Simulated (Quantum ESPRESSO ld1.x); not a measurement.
Q: Kr33+, configuration [He] 2s1. All-electron calculation, non-relativistic Kohn-Sham, LDA (Slater exchange, Perdew-Zunger correlation), spin-polarised, spherical densities, point nucleus; open shells are filled with parallel spins first. Program: ld1.x of Quantum ESPRESSO 7.5. Some entries of the table are withheld. Estimate them.

orbital  occ.  eigenvalue (hartree)  <r^2> (bohr^2)
1s up       1              -609.428             (1)
1s down     1              -609.040             (2)
2s up       1              -145.810         0.03478
2s down     0              -143.958         0.03495

A: 
(1) 1s up <r^2> (bohr^2): 0.002383
(2) 1s down <r^2> (bohr^2): 0.002381
